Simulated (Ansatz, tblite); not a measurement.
Isomers of Ge3F5 (doublet), found by a short tight-binding search and relaxed with r2SCAN-D4/def2-SVP in Ansatz.

The xTB rows come from tblite.

Other spin states weren't relaxed.

A:

Cartesian coordinates in Å:
```
Ge 1.217 -0.470 1.656
Ge -1.488 -0.443 1.218
Ge -0.343 0.219 -1.032
F 1.283 -2.029 0.837
F 0.214 -0.770 -2.340
F 1.349 0.438 -0.121
F -1.841 1.262 1.536
F -0.391 1.793 -1.754
```

B:

Cartesian coordinates in Å:
```
Ge 0.809 0.364 1.626
Ge 0.268 -1.772 -0.953
Ge -0.753 0.632 -0.525
F 2.030 1.459 1.000
F 1.476 -1.100 0.449
F -0.855 -2.265 0.326
F -2.484 0.681 -0.351
F -0.492 2.001 -1.571
```

**Question.** Estimate which lies lowest at each level, and how far above it the others are (eV).

**Answer.** 
| level | A | B |
| --- | --- | --- |
| GFN1-xTB | 0.21 | 0.00 |
| GFN2-xTB | 0.50 | 0.00 |
| PBE-D4/def2-TZVP | 0.05 | 0.00 |
| r2SCAN-D4/def2-TZVP | 0.00 | 0.01 |
| PBE0-D4/def2-TZVP | 0.00 | 0.01 |
Point groups (tolerance 0.1 Å): A not assigned, B not assigned. Lower isomers may exist.
